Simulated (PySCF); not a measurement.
## Exercise with solution: oscillator strength and radiative lifetime

B(Cl)(OMe)(SH) (CH4BClOS), SMILES COB(S)Cl.

Geometry optimised at r2SCAN-D4/def2-SVP. One conformer was computed; it need not be the lowest.

TDA-PBE/def2-SVPD (PySCF 2.14.0) puts the first singlet state with f over 0.02 at 6.42 eV (vertical), with the transition dipole (-0.884, 0.278, 0.000) in atomic units.

Question: Find the oscillator strength, the wavelength and the radiative lifetime that this transition would have in vacuum if emission retraced absorption.

Answer: 
|μ|² = 0.8587 au, so |μ| = 2.36 D. ΔE = 6.42/27.211 = 0.2359 hartree. f = (2/3) ΔE |μ|² = 0.135 (the program prints 0.135).
λ = 1239.84/6.42 = 193 nm; ν = 51781 cm⁻¹.
Einstein's coefficient A = 0.6670 ν² f s⁻¹ (ν in cm⁻¹) = 2.4e8 s⁻¹, so τ = 1/A = 4.1 ns. This state is S2; the lower singlet has f = 0.017. The figure is the radiative limit of this one transition; relaxation, internal conversion, crossing to triplets and a medium change what is measured.
